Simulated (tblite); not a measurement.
Compound: C6H15PSi.
Numbering: `[CH2:1]=[C:2]([CH3:3])[P:4]([CH3:5])[SiH:6]([CH3:7])[CH3:8]` (hydrogens: H9, H10 on C1; H11, H12, H13 on C3; H14, H15, H16 on C5; H17 on Si6; H18, H19, H20 on C7; H21, H22, H23 on C8)

A start from a force field or distance geometry was refined with tblite 0.8.0, GFN2-xTB geometry optimisation, gas phase. Values at the start:

| coordinate | start |
| --- | --- |
| C1=C2 | 1.330 Å |
| C1–H9 | 1.078 Å |
| C1–H10 | 1.110 Å |
| C2–C3 | 1.484 Å |
| C2–P4 | 1.839 Å |
| C3–H11 | 1.097 Å |
| P4–C5 | 1.866 Å |
| P4–Si6 | 2.161 Å |
| C5–H14 | 1.123 Å |
| Si6–C7 | 1.890 Å |
| Si6–H17 | 1.458 Å |
| C7–H18 | 1.112 Å |
| C1–C2–C3 | 120.4° |
| C1–C2–P4 | 122.0° |
| C2–P4–C5 | 108.0° |
| C2–P4–Si6 | 115.4° |
| C3–C2–P4 | 117.6° |
| P4–Si6–C7 | 108.5° |
| C5–P4–Si6 | 114.5° |
| C7–Si6–C8 | 105.4° |

**Question.** How do these coordinates change at the GFN2-xTB level?

**Answer.** 
| coordinate | GFN2-xTB (Å or °) | change |
| --- | --- | --- |
| P4–Si6 | 2.259 | +0.098 |
| C5–H14 | 1.088 | -0.035 |
| C1–H10 | 1.079 | -0.031 |
| C7–H18 | 1.085 | -0.027 |
| Si6–H17 | 1.480 | +0.022 |
| Si6–C7 | 1.907 | +0.017 |
| C2–P4 | 1.822 | -0.017 |
| C2–C3 | 1.501 | +0.017 |
| P4–C5 | 1.851 | -0.015 |
| C3–H11 | 1.090 | -0.007 |
| C1–H9 | 1.075 | -0.003 |
| C1=C2 | 1.327 | -0.003 |
| C5–P4–Si6 | 98.5 | -16.0 |
| C2–P4–Si6 | 100.0 | -15.4 |
| C2–P4–C5 | 102.1 | -5.9 |
| C3–C2–P4 | 113.8 | -3.8 |
| C7–Si6–C8 | 108.1 | +2.7 |
| C1–C2–P4 | 124.3 | +2.3 |
| P4–Si6–C7 | 106.5 | -2.0 |
| C1–C2–C3 | 121.7 | +1.3 |

The energy falls by 23.2 kcal/mol over 266 L-BFGS steps, the largest force on an atom goes from 2.64 to 0.010 eV/Å, and the atoms move by 0.994 Å rms after alignment. The bond that changes most is P4–Si6 (three-coordinate phosphorus to SiH silicon), which lengthens by 0.098 Å. Bonds longer at the end by more than 0.005 Å: 5 of 22; shorter: 15. Among the dihedrals that turn most is C1–C2–P4–C5, from -60° to 17°. Rotational constants go from 1968, 866.8, 738.2 to 1874, 1051, 761.4 MHz.

Its GFN2-xTB frequencies are all real (lowest 33 cm⁻¹). The numbers are those of one conformer. 3 starts were optimised and ended at 0.00, 0.44 and 0.46 kcal/mol (GFN2-xTB); the lowest of these is shown.

All values are computed, not measured.
